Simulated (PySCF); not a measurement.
**Ionisation energy of Mg¹¹⁺ by level of theory**

Mg¹¹⁺ 1s1 (2S) → Mg¹²⁺ (bare nucleus), as a difference of total energies. Calculation: PySCF 2.14, in an even-tempered Gaussian basis (15 s from 5.3 bohr⁻², ratio 2.2; 7 p from 8.2 bohr⁻², ratio 2.4; 4 d from 25 bohr⁻², ratio 2.4; 3 f from 37 bohr⁻², ratio 2.4; 3 g from 55 bohr⁻², ratio 2.4); the non-relativistic Hamiltonian (point nucleus). The calculations carry no spin-orbit coupling.

```
   method  ionisation energy (eV)
      UHF                  1959.2
      LDA                  1946.2
      PBE                  1957.3
     PBE0                  1957.8
   r2SCAN                  1959.2
BHandHLYP                  1958.8
     MN15                  1959.2
```

These non-relativistic numbers lack the scalar-relativistic shift.

For comparison: 1962.7 eV (theoretical estimate listed by NIST; NIST Atomic Spectra Database, ionization energies).
